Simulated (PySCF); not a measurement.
## Dipole response of B⁻ (boron, charge -1)

[He] 2s2 2p2, high-spin 3P determinant. Calculation: PySCF 2.14, in def2-QZVPPD; the non-relativistic Hamiltonian (point nucleus). Coupled (time-dependent) response in atomic units; α is the mean over directions.

| method | mean α (bohr³) | α xx, yy, zz | C₆ (like pair) | S(−4) |
| --- | --- | --- | --- | --- |
| UHF | 93.87 | 52.31, 114.7, 114.7 | 844.1 | 11020 |

S(−4) is the Cauchy moment in α(ω) = α(0) + S(−4) ω² + …

α(iu) at UHF:

```tsv
u (hartree)	α(iu) (bohr³)
0	93.87
0.0500	75.46
0.100	54.42
0.200	31.20
0.300	19.65
0.500	9.628
0.750	5.051
1.00	3.097
1.50	1.509
2.00	0.8936
3.00	0.4228
5.00	0.1638
```

For an ion, C₆ is the dispersion term alone; charge-induced terms of lower order in 1/R come first.

The components differ because the open shell of this determinant is not spherical; for a pure term their mean is the scalar polarisability.
